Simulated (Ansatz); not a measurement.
One change: `CC(C)(C)[NH][Hf]([F])([F])[F]` becomes `[CH3][SnH]([F])[NH]C(C)(C)C`.

Ansatz, PBE0-D4/def2-TZVP geometries, multiplicity 1. Each molecule was computed in one conformer, which needn't be the lowest.

Elements past krypton have def2 core potentials.

| property | `CC(C)(C)[NH][Hf]([F])([F])[F]` |
| --- | --- |
| HOMO energy (PBE0/def2-TZVPP) / eV | -7.33 |
| HOMO–LUMO gap (PBE/def2-TZVPP) / eV | 4.68 |
| HOMO energy (B3LYP/def2-TZVPP) / eV | -7.11 |
| HOMO–LUMO gap (PBE0/def2-TZVPP) / eV | 6.92 |
| HOMO–LUMO gap (ωB97M-V/def2-TZVPP) / eV | 10.51 |
| LUMO energy (ωB97M-V/def2-TZVPP) / eV | 0.87 |

(1) Give the same properties after the change, and the shifts. (Estimate.)

## Answers

(1) Computed: 
```json
{"property": "HOMO energy (PBE0/def2-TZVPP) / eV", "`[CH3][SnH]([F])[NH]C(C)(C)C`": "-6.65", "shift": "0.68"}
{"property": "HOMO–LUMO gap (PBE/def2-TZVPP) / eV", "`[CH3][SnH]([F])[NH]C(C)(C)C`": "4.40", "shift": "-0.28"}
{"property": "HOMO energy (B3LYP/def2-TZVPP) / eV", "`[CH3][SnH]([F])[NH]C(C)(C)C`": "-6.43", "shift": "0.68"}
{"property": "HOMO–LUMO gap (PBE0/def2-TZVPP) / eV", "`[CH3][SnH]([F])[NH]C(C)(C)C`": "6.70", "shift": "-0.22"}
{"property": "HOMO–LUMO gap (ωB97M-V/def2-TZVPP) / eV", "`[CH3][SnH]([F])[NH]C(C)(C)C`": "10.61", "shift": "0.10"}
{"property": "LUMO energy (ωB97M-V/def2-TZVPP) / eV", "`[CH3][SnH]([F])[NH]C(C)(C)C`": "1.63", "shift": "0.76"}
```

With PBE0 the HOMO rises by 0.68 eV and the LUMO rises by 0.46 eV, so the gap narrows by about 0.22 eV. PBE moves the HOMO by 0.69 eV and ωB97M-V by 0.66 eV.

Positive LUMOs are unbound, so they and the gaps depend on the basis.

B3LYP here is the variant with VWN-RPA as its local correlation; programs differ in this.
